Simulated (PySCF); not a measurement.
A side-by-side comparison of computed properties.

First species: C6H12FNSi2.
InChI=1S/C6H12FNSi2/c1-6(7)5-10(2,9)4-3-8/h1,4-5H2,2,9H3/t10-/m1/s1

Second species: C6H6ClF3O2.
SMILES: `CO[C@@H]1C[C@]1(C(=O)Cl)C(F)(F)F`

Levels: PBE0/pcSseg-1 for dipole moment, HOMO energy, LUMO energy and HOMO–LUMO gap; GFN2-xTB for rotational constant A and rotational constant C. Geometries: GFN2-xTB. Each structure is a single optimised conformer of the isolated species, non-relativistic unless stated; the electronic structure was computed with PySCF and density fitting.

Dipoles, sizes and rotational constants follow the conformer. The torsions of the flexible species, by atom-mapped SMILES:
- `[CH2:1]=[C:2]([F:3])[CH2:4][Si@:5]([CH3:6])([SiH3:7])[CH2:8][C:9]#[N:10]`: C1–C2–C4–Si5 -112°, C2–C4–Si5–C6 67°, C4–Si5–C8–C9 63°
- `[CH3:1][O:2][C@@H:3]1[CH2:4][C@:5]1([C:6](=[O:7])[Cl:8])[C:9]([F:10])([F:11])[F:12]`: C1–O2–C3–C4 165°, C4–C5–C6–O7 -159°, C4–C5–C9–F10 98°

```
             property   column X   column Y
        dipole moment     4.76 D     3.68 D
          HOMO energy   -7.36 eV   -8.12 eV
          LUMO energy   -0.18 eV   -1.35 eV
        HOMO–LUMO gap    7.18 eV    6.77 eV
rotational constant A  1.134 GHz  1.027 GHz
rotational constant C  0.599 GHz  0.553 GHz
```

(1) Which column belongs to which species?

(2) How does each property change from the first species to the second?

Answers

(1) Column X is the first species and column Y the second. The first has 22 atoms and 92 electrons, the second 18 and 102.

(2) dipole moment -1.08 D; HOMO energy -0.76 eV; LUMO energy -1.17 eV; HOMO–LUMO gap -0.41 eV; rotational constant A -0.107 GHz; rotational constant C -0.046 GHz.

On the first: In atomic units the dipole is 1.87 e·bohr (1 au = 2.5417 D).

On the second: The dipole matches unit charges of opposite sign 0.77 Å apart (1 e·Å = 4.8032 D).
